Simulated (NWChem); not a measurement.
Si₂H₃Cl, singlet; SMILES [SiH3][Si]Cl

All runs: NWChem. Low-valent species are run as closed-shell singlets; no triplet was tried in these runs. The geometry was optimised at PBE0/def2-SVP. Ions are spin-unrestricted doublets at the neutral geometry; other ion states weren't tried.

Problem. Predict the results for PBE/def2-SVP. Quantities: vertical ionisation energy, ΔSCF (eV); −ε(HOMO) (eV).

Solution. 
- vertical ionisation energy, ΔSCF (eV): 8.37
- −ε(HOMO) (eV): 5.46
